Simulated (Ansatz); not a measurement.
Consider the atomization: `[O]B(F)F`• → B• + 2 F• + O•.

Computed with Ansatz on PBE0-D4/def2-TZVP structures; ΔE is electronic, products minus reactants. CCSD(T)/CBS is frozen-core, at the limit of the def2 triple- and quadruple-zeta sets. Open shells (•) are unrestricted, without spin–orbit coupling. Spin–orbit coupling would lower the free atoms: a little for B, F, O.

`[O]B(F)F`•:

Z-matrix (Å, degrees):
```
B
O 1 1.359
F 1 1.315 2 119.3
F 1 1.315 2 119.3 3 180.0
```

```
    species  CCSD/CBS(def2) energy (Eh)
`[O]B(F)F`•                  -299.59816
         B•                   -24.60083
         F•                   -99.66253
         O•                   -75.00076
```

Work out ΔE.

ΔE = 2 × (-99.66253) + (-24.60083) + (-75.00076) − (-299.59816) = 0.67151 Eh = +18.27 eV. CCSD(T)/CBS gives +18.64 eV.

Largest T1 diagnostic among the species: 0.014.

At CCSD(T), def2-SVP lies −0.73 eV from the extrapolated value and def2-TZVPP −0.49 eV: correlation converges slowly with the basis, and small sets miss more of it in the bonded molecule than in its fragments. From PBE to PBE0 (25 % exact exchange), in def2-TZVPP and without D4, ΔE moves by −0.73 eV: exact exchange takes away binding that semilocal exchange gives to molecules.
